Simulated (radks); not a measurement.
Results of a calculation; reference values are marked as such.
Te I, configuration [Kr] 4d10 5s2 5p4.

Code: a radial shooting solver on a logarithmic mesh with Libxc functionals. Model: scalar-relativistic Kohn-Sham, LDA (Slater exchange, Perdew-Zunger correlation), spin-polarised, spherical densities, finite nucleus; open shells are filled with parallel spins first (spin-orbit coupling, left out, can overturn this in heavy ions); Fermi nuclear charge, rms radius 4.7423 fm.

Energy parts (eV):
part                       energy
total                 -184728.815
kinetic                193487.421
electron-nucleus      -447009.130
Hartree                 73414.986
exchange-correlation    -4622.092

Orbitals (lengths in bohr, moments of r in powers of bohr; r(90%) holds 90 % of the orbital's charge):
\begin{tabular}{lrrr}
orbital & occ. & eigenvalue (eV) & r(90%) \\ \hline
1s up & 1 & -31591.02 & 0.0500 \\
1s down & 1 & -31590.97 & 0.0500 \\
2s up & 1 & -4845.479 & 0.185 \\
2s down & 1 & -4845.449 & 0.185 \\
2p up & 3 & -4352.516 & 0.171 \\
2p down & 3 & -4352.472 & 0.171 \\
3s up & 1 & -963.7120 & 0.474 \\
3s down & 1 & -963.6620 & 0.474 \\
3p up & 3 & -803.4177 & 0.481 \\
3p down & 3 & -803.3632 & 0.481 \\
3d up & 5 & -560.2478 & 0.467 \\
3d down & 5 & -560.1968 & 0.467 \\
4s up & 1 & -163.9542 & 1.11 \\
4s down & 1 & -163.8456 & 1.10 \\
4p up & 3 & -114.1743 & 1.21 \\
4p down & 3 & -114.0525 & 1.20 \\
4d up & 5 & -41.7203 & 1.50 \\
4d down & 5 & -41.5114 & 1.49 \\
5s up & 1 & -15.7612 & 3.05 \\
5s down & 1 & -14.7729 & 3.06 \\
5p up & 3 & -6.5164 & 4.00 \\
5p down & 1 & -5.5482 & 4.12 \\
\end{tabular}

The highest occupied level is 5p down at -5.548 eV. The electron density at the nucleus is 2.34e+05 e/bohr^3 (large components only). For comparison, the ionisation energy in NIST's Atomic Spectra Database is 9.010 eV (measured). In exact Kohn-Sham theory the highest level is minus the ionisation energy, but local and semilocal functionals leave it too shallow, through self-interaction and a potential that decays too fast; potentials with the right tail come closer. The density falls to 0.001 e/bohr^3 at r = 4.61 bohr. The spin density at the nucleus is -1.0506 e/bohr^3 (1s -0.1833, 2s 0.0426, 3s -0.0024, 4s -0.0205, 5s -0.8869). Spin moment in Bohr magnetons: 2.
